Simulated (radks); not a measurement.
Q: The table gives one normalised radial function P(r) = r R(r) (large component) of Dy3+ in [Kr] 4d10 4f(5/2: 6, 7/2: 4) 5s2 5p(1/2: 2, 3/2: 3) (r in bohr). Calculated with a radial shooting solver on a logarithmic mesh with Libxc functionals: Dirac Kohn-Sham, BLYP, spin-unpolarised, spherical densities, finite nucleus; Fermi nuclear charge, rms radius 5.2218 fm.

r            P
0.0008725   0.0000
0.001333    0.0000
0.002021    0.0001
0.003064    0.0003
0.004644    0.0009
0.007097    0.0027
0.01076     0.0077
0.01631     0.0218
0.02472     0.0595
0.03777     0.1531
0.05726     0.3416
0.0868      0.6247
0.1316      0.8200
0.2011      0.4964
0.3048     -0.4987
0.462      -1.3646
0.7004     -1.2001
1.062      -0.4966
1.622      -0.0872
2.459      -0.0053
3.728      -0.0001

Which n and l does it have? It may be an empty orbital.

A: n = 4, l = 2: the number of nodes gives n - l - 1 = 1, the rise at small r points to l (for j = l - 1/2 the large component starts outside the nucleus as r^gamma with gamma = sqrt(l^2 - (Z/c)^2) = 1.94 and the r^(l+1) term takes over further out; the orbital of l - 1 with the same j starts with the same power, but with a larger coefficient, and does not steepen), and the extent must fit the shell. The curve is that of 4d3/2; the two j differ most near the nucleus, where j = l - 1/2 has the larger amplitude, and in heavy atoms j = l - 1/2 is also the more compact. 4d3/2: eigenvalue -184.27 eV, 1 radial node at r = 0.253 bohr, <r> = 0.604 bohr, 90 % of the charge inside 0.909 bohr.
